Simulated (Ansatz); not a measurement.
2 `BBr` → `[BH2-]1[Br+][BH2-][Br+]1` at 400 K and 1 bar (dimerisation).

Computed with Ansatz on PBE0-D4/def2-TZVP structures; ΔE is electronic, products minus reactants. CBS: MP2 limit from def2 TZ/QZ plus the TZ coupled-cluster correction, frozen cores. For Br outer-core shells are correlated without core-valence functions, which leaves a few kJ/mol of doubt a bond. Scalar relativity is left out up to krypton.

```tsv
species	CCSD(T)/CBS energy (Eh)	H − E (kJ/mol)	S (J/(mol·K))
`BBr`	-2599.32470	69.2	259.0
`[BH2-]1[Br+][BH2-][Br+]1`	-5198.66441	147.6	358.5
```

H − E and S are ideal-gas, rigid-rotor, harmonic terms from PBE0-D4/def2-TZVP. 1 Eh = 2625.50 kJ/mol, R = 8.31446 J/(mol·K).

Problem. By hand: ΔE, ΔH, ΔS and ΔG.

Solution. ΔE = (-5198.66441) − 2 × (-2599.32470) = -0.01501 Eh = -39.4 kJ/mol. Δ(H − E) = 147.6 − 2 × 69.2 = 9.2, so ΔH = -30.2 kJ/mol. ΔS = 358.5 − 2 × 259.0 = -159.5 J/(mol·K). ΔG = -30.2 − 400 × (-159.5)/1000 = 33.6 kJ/mol.

Problem. By hand: the equilibrium constant, and the temperature at which ΔG would vanish if ΔH and ΔS stayed fixed.

Solution. log₁₀ K = −ΔG/(RT ln 10) = -4.4. ΔG = 0 at ΔH/ΔS = 189 K.

The number of gas molecules changes by -1, which sets the sign of ΔS. A doubt of 5 kJ/mol in ΔE shifts log₁₀ K by 0.7 here. These are equilibria of isolated gas molecules and say nothing of rates. Largest T1 diagnostic: 0.010 (customary marks: 0.02 for closed shells, 0.045 for open ones).
